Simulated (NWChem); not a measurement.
System meant: CH5AlClN; SMILES C[NH][AlH][Cl]

Input file for NWChem:

```
start job
memory heap 200 mb stack 900 mb global 1100 mb
geometry units angstroms noautoz
  Al     0.580123    -0.119956     0.000000
  Cl    -0.376938    -2.012951     0.000000
  H      2.158906     0.017910     0.000000
  N     -0.470599     1.318680     0.000000
  C     -0.073200     2.717174     0.000000
  H     -1.488434     1.199477     0.000000
  H     -0.437916     3.269156     0.896668
  H     -0.437916     3.269156    -0.896668
  H      1.033477     2.801684     0.000000
end
basis spherical
  Al library def2-svp
  Cl library def2-svp
  H library def2-svp
  N library def2-svp
  C library def2-svp
end
dft
  odft
  mult 2
  xc b3lyp
  iterations 150
  mulliken
end
task dft energy
```

End of the output:

```
 Summary of "ao basis" -> "" (spherical)
 ------------------------------------------------------------------------------
       Tag                 Description            Shells   Functions and Types
 ---------------- ------------------------------  ------  ---------------------
 Al                         def2-svp                 8       18   4s3p1d
 Cl                         def2-svp                 8       18   4s3p1d
 H                          def2-svp                 3        5   2s1p
 N                          def2-svp                 6       14   3s2p1d
 C                          def2-svp                 6       14   3s2p1d

                                 NWChem DFT Module
                                 -----------------

 Summary of "ao basis" -> "ao basis" (spherical)
 ------------------------------------------------------------------------------
       Tag                 Description            Shells   Functions and Types
 ---------------- ------------------------------  ------  ---------------------
 Al                         def2-svp                 8       18   4s3p1d
 Cl                         def2-svp                 8       18   4s3p1d
 H                          def2-svp                 3        5   2s1p
 N                          def2-svp                 6       14   3s2p1d
 C                          def2-svp                 6       14   3s2p1d

      Symmetry analysis of basis
      --------------------------

        a'         63
        a"         26

  number of electrons :                   48
  multiplicity        :                    2
 ------------------------------------------------------------------------
  no. of electrons and multiplicity not compatible                  48
 ------------------------------------------------------------------------
 ------------------------------------------------------------------------
  current input line :
    28: task dft energy
 ------------------------------------------------------------------------
 ------------------------------------------------------------------------
 There is an error in the input file
 ------------------------------------------------------------------------
 For more information see the NWChem manual at https://nwchemgit.github.io

0: no. of electrons and multiplicity not compatible:Received an Error in Communication
```

Task: Find the fault in this run and fix the input.

Result: The program refused the input. Cause: the multiplicity doesn't fit the number of electrons (an even count wants an odd multiplicity, and the reverse). This input runs:
```
start job
memory heap 200 mb stack 900 mb global 1100 mb
geometry units angstroms noautoz
  Al     0.580123    -0.119956     0.000000
  Cl    -0.376938    -2.012951     0.000000
  H      2.158906     0.017910     0.000000
  N     -0.470599     1.318680     0.000000
  C     -0.073200     2.717174     0.000000
  H     -1.488434     1.199477     0.000000
  H     -0.437916     3.269156     0.896668
  H     -0.437916     3.269156    -0.896668
  H      1.033477     2.801684     0.000000
end
basis spherical
  Al library def2-svp
  Cl library def2-svp
  H library def2-svp
  N library def2-svp
  C library def2-svp
end
dft
  xc b3lyp
  iterations 150
  mulliken
end
task dft energy
```
It converges to -798.33478 Ha (B3LYP/def2-SVP).
